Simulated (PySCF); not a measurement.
V: electron affinity

V⁻ [Ar] 3d4 4s2 (5D) → V [Ar] 3d3 4s2 (4F), as a difference of total energies. All numbers are calculated (PySCF 2.14, no relativity, point nucleus, in aug-cc-pVTZ). Correlated levels: valence: [Ar] frozen. The calculations carry no spin-orbit coupling.

```csv
method,electron affinity (eV),difference from reference (eV)
UHF,-0.466,-0.994
MP2 (valence),-0.045,-0.573
SCS-MP2 (valence),-0.745,-1.273
CCSD (valence),0.203,-0.325
CCSD(T) (valence),0.312,-0.216
```

Reference: 0.528 eV (measured; photodetachment measurements, as compiled on the Wikipedia data page of electron affinities).

These non-relativistic numbers lack the scalar-relativistic shift.

The reference lies between the lowest fine-structure levels, while these numbers refer to the centres of the terms.

Errors of the correlated levels include the incompleteness of this basis and the frozen core.

A negative affinity means that the anion lies above the atom at that level of theory.

The coupled-cluster amplitudes are large for V⁻ (T1 above 0.03 or a double amplitude above 0.15), so a single reference is strained.
